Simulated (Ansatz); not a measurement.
Reaction (formal exchange of groups at the Se–Ge bond): `C[Se][GeH2][OH]` + `B1CO1` → `C[Se]B1CO1` + `[OH][GeH3]`

Calculated with Ansatz (gas phase, PBE0-D4/def2-TZVP geometries, no zero-point term in ΔE). CCSD(T)/CBS is the MP2 limit (def2-TZVPP, def2-QZVPP) plus CCSD(T) − MP2 in def2-TZVPP, frozen cores. Functionals use def2-TZVPP. B3LYP here is the variant with VWN-RPA as its local correlation; programs differ in this. For Ge, Se outer-core shells are correlated without core-valence functions, which leaves a few kJ/mol of doubt a bond. Scalar relativity is left out up to krypton. One conformer a species, not always the lowest.

```json
{"level": "PBE-D4", "ΔE (kJ/mol)": "4.5", "difference from CCSD(T)/CBS": "-2.7"}
{"level": "r2SCAN-D4", "ΔE (kJ/mol)": "4.6", "difference from CCSD(T)/CBS": "-2.6"}
{"level": "PBE0-D4", "ΔE (kJ/mol)": "5.2", "difference from CCSD(T)/CBS": "-2.0"}
{"level": "B3LYP-D4", "ΔE (kJ/mol)": "8.9", "difference from CCSD(T)/CBS": "1.7"}
{"level": "ωB97X-V", "ΔE (kJ/mol)": "7.0", "difference from CCSD(T)/CBS": "-0.2"}
{"level": "B2PLYP", "ΔE (kJ/mol)": "6.3", "difference from CCSD(T)/CBS": "-0.9"}
{"level": "PBE", "ΔE (kJ/mol)": "3.2", "difference from CCSD(T)/CBS": "-4.0"}
{"level": "PBE0", "ΔE (kJ/mol)": "4.0", "difference from CCSD(T)/CBS": "-3.2"}
{"level": "HF/def2-TZVPP", "ΔE (kJ/mol)": "10.7", "difference from CCSD(T)/CBS": "3.5"}
{"level": "MP2/def2-TZVPP", "ΔE (kJ/mol)": "3.7", "difference from CCSD(T)/CBS": "-3.5"}
{"level": "SCS-MP2/def2-TZVPP", "ΔE (kJ/mol)": "4.3", "difference from CCSD(T)/CBS": "-2.9"}
{"level": "CCSD(T)/def2-TZVPP", "ΔE (kJ/mol)": "3.2", "difference from CCSD(T)/CBS": "-4.0"}
{"level": "SCS-MP2/def2-QZVPP", "ΔE (kJ/mol)": "6.1", "difference from CCSD(T)/CBS": "-1.1"}
{"level": "HF/CBS(def2)", "ΔE (kJ/mol)": "10.3", "difference from CCSD(T)/CBS": "3.1"}
{"level": "MP2/CBS(def2)", "ΔE (kJ/mol)": "7.7", "difference from CCSD(T)/CBS": "0.5"}
{"level": "CCSD/CBS(def2)", "ΔE (kJ/mol)": "7.9", "difference from CCSD(T)/CBS": "0.7"}
{"level": "CCSD(T)/CBS", "ΔE (kJ/mol)": "7.2", "difference from CCSD(T)/CBS": "0"}
```

Largest T1 diagnostic among the species: 0.016.

In def2-TZVPP, CCSD(T) changes the Hartree–Fock value by −7.5 kJ/mol (the triples alone add −0.7 kJ/mol) and MP2 by −7.0 kJ/mol.
